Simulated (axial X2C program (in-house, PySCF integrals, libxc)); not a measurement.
**Photoelectron levels of InAu by EOM-IP-CCSD**

Calculated with an in-house all-electron X2C program for linear molecules (integrals from PySCF): two-component X2C with atomic mean-field Coulomb and Gaunt terms, Gaussian nuclei, basis Au dyall-cv3z, In dyall-cv3z with contracted cores.

R = 2.604 Å (near the PBE0 minimum at charge 0 of the determinant lowest at the starting distance; the state shown can have its own minimum elsewhere).

Hartree–Fock spinors of InAu (one of each Kramers pair; a window near the gap, which can cut inner shells):

```json
{"ω": "3/2", "occupied": "yes", "ε (eV)": "-12.98", "character": "99% Au d"}
{"ω": "1/2", "occupied": "yes", "ε (eV)": "-12.20", "character": "68% Au d, 22% In s, 5% Au s"}
{"ω": "3/2", "occupied": "yes", "ε (eV)": "-11.33", "character": "98% Au d"}
{"ω": "5/2", "occupied": "yes", "ε (eV)": "-11.18", "character": "100% Au d"}
{"ω": "1/2", "occupied": "yes", "ε (eV)": "-10.51", "character": "48% Au d, 32% In s, 13% Au s"}
{"ω": "1/2", "occupied": "yes", "ε (eV)": "-6.63", "character": "49% In p, 37% Au s, 9% In s"}
{"ω": "1/2", "occupied": "no", "ε (eV)": "0.21", "character": "71% In p, 27% Au p"}
{"ω": "3/2", "occupied": "no", "ε (eV)": "0.34", "character": "71% In p, 27% Au p"}
{"ω": "1/2", "occupied": "no", "ε (eV)": "0.88", "character": "48% Au p, 22% In p, 21% Au s"}
{"ω": "1/2", "occupied": "no", "ε (eV)": "1.93", "character": "69% Au p, 23% In p, 6% In d"}
{"ω": "1/2", "occupied": "no", "ε (eV)": "1.97", "character": "54% Au p, 26% In p, 8% Au s"}
{"ω": "3/2", "occupied": "no", "ε (eV)": "1.97", "character": "70% Au p, 22% In p, 6% In d"}
```

Vertical ionisation energies of InAu to the states of InAu⁺:

```tsv
Ω of InAu⁺	vertical IE (eV)	above lowest (cm⁻¹)	ionised spinor	one-hole weight
1/2	7.655	0	48% In pσ, 34% Au sσ, 12% In sσ	0.97
1/2	9.985	18796	52% Au dσ, 18% Au dπ, 17% In sσ	0.92
5/2	10.078	19550	100% Au dδ	0.92
```

How far does the lowest EOM-IP-CCSD energy lie from the Koopmans value −ε of the highest filled spinor?

7.655 eV against 6.63 eV, a shift of 1.02 eV: relaxation of the final state lowers the energy and the loss of correlation raises it.

This point took 12 s on 1 thread of Arm Neoverse V2, with other jobs on the host.

Reference electrons by ω block (each with its −ω partner): 1/2: 37, 3/2: 19, 5/2: 7, 7/2: 1. 14 electrons of InAu correlated (inner shells frozen), 92 natural virtual spinors (a truncated set); levels can be off by some tenths of an eV. Roots sought by Ω: (1/2: 4, 3/2: 3, 5/2: 1); rows need 60 % one-particle weight and stop where some Ω has no more roots. Missing are any skipped roots, higher Ω and states of a further excitation; these come out far too high here and may in truth be low or lowest. T1 of the reference 0.028 (Lee–Taylor). Number of frozen shells: Au 5 s, 4 p, 2 d, 1 f; In 4 s, 3 p, 2 d. Large amplitudes in the reference (orbital relaxation or multireference character) lower the reliability.
